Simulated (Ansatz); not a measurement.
Relaxation of AlBClH4N (8 atoms, charge 0, multiplicity 1), to a largest force component of 0.015 eV/Å in at most 40 steps.

Method: RKS revPBE-D4/6-31G in Ansatz 0.2.0.

```xyz
8
Properties=species:S:1:pos:R:3
N -0.107 1.372 0.311
B 0.804 0.362 0.056
Al -0.104 -1.468 -0.327
Cl -2.139 -1.644 -0.306
H 0.127 2.331 0.522
H -1.107 1.222 0.304
H 1.944 0.665 0.094
H 0.581 -2.841 -0.654
```

Task: Where does it end, and by what steps?

Result: The forces met the threshold. Limits of this set-up: no polarisation functions. After 7 steps the energy has fallen by 0.458 eV; Cl4 moved furthest, 0.20 Å.

```json
{"step": "0", "energy less start (eV)": "0.0000", "largest force component (eV/Å)": "3.408", "accepted": "yes"}
{"step": "1", "energy less start (eV)": "-0.4376", "largest force component (eV/Å)": "0.277", "accepted": "yes"}
{"step": "2", "energy less start (eV)": "-0.4499", "largest force component (eV/Å)": "0.149", "accepted": "yes"}
{"step": "3", "energy less start (eV)": "-0.4520", "largest force component (eV/Å)": "0.140", "accepted": "yes"}
{"step": "4", "energy less start (eV)": "-0.4561", "largest force component (eV/Å)": "0.139", "accepted": "yes"}
{"step": "5", "energy less start (eV)": "-0.4375", "largest force component (eV/Å)": "0.525", "accepted": "no"}
{"step": "6", "energy less start (eV)": "-0.4581", "largest force component (eV/Å)": "0.025", "accepted": "yes"}
{"step": "7", "energy less start (eV)": "-0.4581", "largest force component (eV/Å)": "0.013", "accepted": "yes"}
```

```xyz
8
Properties=species:S:1:pos:R:3
N -0.154 1.384 0.315
B 0.822 0.402 0.067
Al 0.051 -1.550 -0.349
Cl -2.211 -1.459 -0.263
H 0.074 2.357 0.527
H -1.157 1.185 0.299
H 1.986 0.716 0.104
H 0.589 -3.034 -0.698
```

The run took 37 s on 1 thread of Arm Neoverse N1 (shared host), peak memory 0.15 GiB.
